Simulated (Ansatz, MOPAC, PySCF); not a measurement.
Molecule: GeCl2, charge 0, multiplicity 1. SMILES: [Cl][Ge][Cl]
Structure (B3LYP-D3(BJ)/def2-TZVP (Ansatz, a quantum-chemistry and plane-wave program) minimum search):
```xyz
3

Ge    -0.0079     0.0041     0.7266
Cl     1.0991     1.2918    -0.6793
Cl    -1.0842    -1.2996    -0.6884
```
Charge 0, spin multiplicity 1.

Unscaled harmonic wavenumbers (cm⁻¹) in rising order, each level at the stationary point that it reaches from this structure (no distance between atoms moves by over 0.3 Å); the order of modes can differ between levels, and a negative number is imaginary. B3LYP-D3(BJ)/def2-TZVP (PySCF, at the structure above): 153, 371, 393.

AM1 (MOPAC): 145, 432, 443. Zero-point energy 1.5 against 1.3 kcal/mol.

HF/3-21G (Ansatz): 149, 374, 385. Zero-point energy 1.3 against 1.3 kcal/mol.
